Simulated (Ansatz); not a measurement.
sulfur trioxide cation (O3S), SMILES O=S(=O)=O (connectivity only; charge and spin as stated), charge +1, multiplicity 2. Atoms are numbered in the order given.

```xyz
4

O      1.4189     0.0000     0.0000
S      0.0000     0.0000     0.0000
O     -0.7094    -1.2288     0.0000
O     -0.7094     1.2288     0.0000
```
Charge +1, spin multiplicity 2.

Geometry: PBE0-D3(BJ)/def2-TZVP. The multiplicity is an assumed one; other spin states were not compared.

Two levels are set side by side: PBE-D3(BJ)/def2-TZVP (Ansatz, an electronic-structure program) and PBE0-D3(BJ)/def2-TZVP (Ansatz). Each level has its own optimised geometry; the coordinates shown are those of the second. Differences are taken from unrounded values.

```
quantity              PBE0-D3(BJ)  PBE-D3(BJ)  PBE-D3(BJ) minus PBE0-D3(BJ)
--------------------  -----------  ----------  ----------------------------
mean bond length (Å)        1.419       1.447                         0.028
bond O1–S2 (Å)              1.419       1.447                         0.028
bond S2–O3 (Å)              1.419       1.447                         0.028
bond S2–O4 (Å)              1.419       1.447                         0.028
```

Exact exchange shortens and stiffens bonds; PBE has none. Differences between two approximate levels are no errors against the true value.
